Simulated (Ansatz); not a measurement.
C₂H₇BSi (`B1CC[SiH2]1`). Total charge 0; spin multiplicity 1. The structure was optimised at the PBE0-D4/def2-TZVP level.

```xyz
11

B     1.096   -0.612   -0.599
C     0.292    0.724   -0.803
C    -0.540    0.781    0.509
Si   -0.327   -1.098    0.751
H     2.126   -0.965   -1.086
H    -0.379    0.485   -1.649
H     0.815    1.640   -1.098
H     0.010    1.322    1.284
H    -1.534    1.223    0.429
H    -0.105   -1.639    2.124
H    -1.455   -1.860    0.137
```

Question: What is the dipole moment at B3LYP/def2-TZVPP? (Best estimate.)

Answer: Computed: 0.80 D, with components (0.03, 0.72, -0.34) D in this frame, pointing from negative to positive charge.

Question: And with PBE, r2SCAN, ωB97M-V? (Estimate.)

Answer: The calculation gave: PBE 0.94 D, r2SCAN 0.90 D, ωB97M-V 0.79 D.

Question: Give the Mulliken charges with B3LYP, r2SCAN, PBE in def2-TZVPP. (Estimate.)

Answer: Ansatz gave: 
```
atom  B3LYP  r2SCAN    PBE
  B1   0.00   -0.01   0.00
  C2  -0.15   -0.07  -0.13
  C3  -0.26   -0.20  -0.22
 Si4   0.17    0.21   0.10
  H5   0.05    0.02   0.04
  H6   0.09    0.07   0.10
  H7   0.09    0.05   0.08
  H8   0.09    0.07   0.09
  H9   0.08    0.05   0.07
 H10  -0.09   -0.09  -0.07
 H11  -0.08   -0.08  -0.06
```

B3LYP here is the variant with VWN-RPA as its local correlation; programs differ in this.
